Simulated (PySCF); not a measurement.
Match the calculated data to a structure.

All candidates are C5H9NO.

* Valence photoelectron: vertical ionisation energy: 10.28 eV [ΔSCF CAM-B3LYP/def2-SVPD]
* 1H NMR: chemical shifts (computed TMS as zero) by class: 1.31 (9 H) ppm [GIAO PBE0/pcSseg-1]
* 13C NMR: chemical shifts (computed TMS as zero) by class: 123.7 (1 C), 52.7 (1 C), 33.9 (3 C) ppm [GIAO PBE0/pcSseg-1]
* Triplet: lowest triplet excitation (Tamm–Dancoff): 6.08 eV [TDA CAM-B3LYP/def2-SVPD]
* Polarisability: 70.9 au [CAM-B3LYP/def2-SVPD]
* NMR, other nuclei: isotropic shieldings of nuclei other than C and H, by class: 198 (1 N), 193 (1 O) ppm [GIAO PBE0/pcSseg-1]
* Rotational structure: rotational constants A, B, C: 4.573, 1.589, 1.586 GHz [PBE0-D3(BJ)/def2-SVP]
* UV, strongest line: among the 10 lowest singlet transitions: S10 at 9.20 eV (135 nm, f = 0.108) [TDDFT CAM-B3LYP/def2-SVPD]

Gas-phase values; electronic properties from PySCF, density fitting. Levels stand in brackets. Geometry: PBE0-D3(BJ)/def2-SVP; no solvent, vibrations or thermal averaging. NMR values are class means; diastereotopic atoms form classes of their own.

Question: Which candidate is it?
A. `O=C1CCCCN1`
B. `CC(C)=CC(N)=O`
C. `CC(=O)NC1CC1`
D. `O=CN1CCCC1`
E. `CC(C)(C)N=C=O`

Answer: E. It is `CC(C)(C)N=C=O`. Numbering: `[CH3:1][C:2]([CH3:3])([CH3:4])[N:5]=[C:6]=[O:7]`. Its formula, C5H9NO, gives 2 degrees of unsaturation: 0 rings and 2 π bonds in the structure found. 5 carbons fall into 3 classes; from least to most shielded: isocyanate carbon [C6] (123.7 ppm), sp3 carbon bound to nitrogen [C2] (52.7 ppm), methyl carbon [C1/C3/C4] (33.9 ppm, 3 C, up to 2.5 ppm apart in this geometry). All hydrogens form one class (1.31 ppm): methyl hydrogen. The other shieldings belong to: 198 ppm, isocyanate nitrogen [N5]; 193 ppm, oxygen bonded to C [O7]. The first electron is taken from the HOMO, whose largest Löwdin shares are 0.38 on the isocyanate nitrogen, 0.27 on the oxygen bonded to C, 0.14 on the isocyanate carbon and 0.07 on the sp3 carbon bound to nitrogen. The optimised geometry has point group Cs and is an asymmetric top.

The others, at the same levels:
- `CC(=O)NC1CC1` fails: it has 4 carbon classes against 3; its computed 13C shifts are 167.8 (1 C), 23.7 (1 C), 23.3 (1 C), 6.9 (2 C) ppm, 1H shifts are 3.73 (1 H), 3.40 (1 H), 1.79 (3 H), 0.73 (2 H), 0.15 (2 H) ppm and rotational constant A is 6.700 GHz (against 4.573 GHz).
- `O=C1CCCCN1` fails: its computed vertical ionisation energy is 9.43 eV (against 10.28 eV), lowest triplet excitation (Tamm–Dancoff) is 5.17 eV (against 6.08 eV) and strongest line among the 10 lowest singlet transitions is S3 at 7.01 eV (177 nm, f = 0.082) (against S10 at 9.20 eV).
- `O=CN1CCCC1` fails: its computed 13C shifts are 160.9 (1 C), 45.4 (2 C), 27.7 (2 C) ppm, 1H shifts are 8.24 (1 H), 3.29 (4 H), 1.75 (4 H) ppm and rotational constant A is 6.208 GHz (against 4.573 GHz).
- `CC(C)=CC(N)=O` fails: its computed static isotropic polarisability is 76.1 au (against 70.9 au), rotational constant A is 5.219 GHz (against 4.573 GHz) and smallest rotational constant is 1.305 GHz (against 1.586 GHz).

Each candidate is one conformer, not necessarily the lowest. The conformers computed, where there is a choice (atom-mapped SMILES and torsion angles):
- `[CH3:1][C:2]([CH3:3])([CH3:4])[N:5]=[C:6]=[O:7]`: C1–C2–N5–C6 -59°
- `[CH3:1][C:2](=[O:3])[NH:4][CH:5]1[CH2:6][CH2:7]1`: C1–C2–N4–C5 180°, C2–N4–C5–C6 -142°
- `[CH3:1][C:2]([CH3:3])=[CH:4][C:5]([NH2:6])=[O:7]`: C2–C4–C5–N6 179°, H–N6–C5–C4 2°, H–N6–C5–C4 179°

The conformers of `O=C1CCCCN1` and `O=CN1CCCC1` aren't listed.
